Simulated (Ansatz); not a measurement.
## Molecular dynamics, step by step

BH2SF3 (SMILES S.FB(F)F), closed shell, PBE0-D4/def2-SVP (Ansatz 0.2.0). Settings (timestep in fs, temperature in K; T counts 15 degrees of freedom):

```yaml
hamiltonian: {xc: pbe0, dispersion: d4}
md: {n_steps: 30, timestep: 0.5, temperature: 500, ensemble: nve, seed: 372, initial_velocities: maxwell_boltzmann}
```

Start (the SMILES describes the start alone):

```
7
angstrom
S 0.5360 0.3941 -1.5166
H 0.4180 -0.9045 -1.8347
H -0.7411 0.6488 -1.8417
F 1.1295 -0.5816 1.4814
B -0.0399 -0.0247 1.2415
F -0.2180 1.2584 1.4799
F -1.0847 -0.7903 0.9901
```

| step | time (fs) | potential energy less the start (meV) | kinetic energy (meV) | T (K) |
| --- | --- | --- | --- | --- |
| 0 | 0.00 | 0.0 | 323.1 | 500 |
| 2 | 1.00 | 10.8 | 312.5 | 483 |
| 4 | 2.00 | 30.5 | 292.8 | 453 |
| 6 | 3.00 | 54.2 | 269.1 | 416 |
| 8 | 4.00 | 80.5 | 242.9 | 376 |
| 10 | 5.00 | 108.5 | 214.9 | 332 |
| 12 | 6.00 | 135.1 | 188.4 | 291 |
| 14 | 7.00 | 154.5 | 169.1 | 262 |
| 16 | 8.00 | 162.0 | 161.6 | 250 |
| 18 | 9.00 | 157.1 | 166.4 | 257 |
| 20 | 10.00 | 144.5 | 178.8 | 277 |
| 22 | 11.00 | 131.6 | 191.7 | 297 |
| 24 | 12.00 | 124.0 | 199.3 | 308 |
| 26 | 13.00 | 122.6 | 200.8 | 311 |
| 28 | 14.00 | 124.9 | 198.4 | 307 |
| 30 | 15.00 | 129.4 | 193.9 | 300 |

Step 14, positions (Å) and forces (eV/Å):

```
atom       x       y       z      Fx      Fy      Fz
  S1   0.531   0.395  -1.496   0.226  -0.033   0.140
  H2   0.694  -0.892  -1.949  -0.570   0.589   0.018
  H3  -0.729   0.685  -1.933   0.336  -0.582  -0.048
  F4   1.172  -0.574   1.472  -1.103   0.000  -0.218
  B5  -0.034  -0.060   1.230  -0.385   1.229   0.082
  F6  -0.217   1.263   1.462   0.238  -1.462  -0.217
  F7  -1.138  -0.786   0.999   1.258   0.259   0.244
```

Step 20, positions (Å) and forces (eV/Å):

| atom | x | y | z | Fx | Fy | Fz |
| --- | --- | --- | --- | --- | --- | --- |
| S1 | 0.530 | 0.395 | -1.486 | 0.104 | 0.173 | 0.137 |
| H2 | 0.743 | -0.843 | -2.005 | -0.415 | 0.242 | -0.026 |
| H3 | -0.714 | 0.635 | -1.987 | 0.310 | -0.427 | -0.002 |
| F4 | 1.183 | -0.571 | 1.467 | -1.499 | 0.077 | -0.294 |
| B5 | -0.036 | -0.060 | 1.227 | -0.254 | 0.769 | 0.061 |
| F6 | -0.214 | 1.256 | 1.453 | 0.208 | -1.163 | -0.167 |
| F7 | -1.153 | -0.783 | 1.005 | 1.545 | 0.329 | 0.291 |

Step 26, positions (Å) and forces (eV/Å):

```json
{"atom": "S1", "x": "0.530", "y": "0.397", "z": "-1.476", "Fx": "0.225", "Fy": "0.523", "Fz": "0.349"}
{"atom": "H2", "x": "0.758", "y": "-0.776", "z": "-2.065", "Fx": "0.004", "Fy": "-0.463", "Fz": "-0.183"}
{"atom": "H3", "x": "-0.676", "y": "0.549", "z": "-2.043", "Fx": "-0.221", "Fy": "-0.047", "Fz": "-0.078"}
{"atom": "F4", "x": "1.188", "y": "-0.568", "z": "1.460", "Fx": "-1.716", "Fy": "0.129", "Fz": "-0.337"}
{"atom": "B5", "x": "-0.040", "y": "-0.054", "z": "1.223", "Fx": "-0.009", "Fy": "-0.067", "Fz": "0.021"}
{"atom": "F6", "x": "-0.211", "y": "1.243", "z": "1.444", "Fx": "0.112", "Fy": "-0.390", "Fz": "-0.053"}
{"atom": "F7", "x": "-1.160", "y": "-0.778", "z": "1.012", "Fx": "1.606", "Fy": "0.316", "Fz": "0.282"}
```

Last step (30):

S1  (0.530, 0.398, -1.468)
H2  (0.766, -0.749, -2.112)
H3  (-0.657, 0.488, -2.082)
F4  (1.186, -0.565, 1.455)
B5  (-0.043, -0.050, 1.221)
F6  (-0.209, 1.233, 1.437)
F7  (-1.162, -0.774, 1.017)
(Å)

Hardware: 4 CPU threads of an Arm Neoverse V1, shared host. Wall time about 26 s.
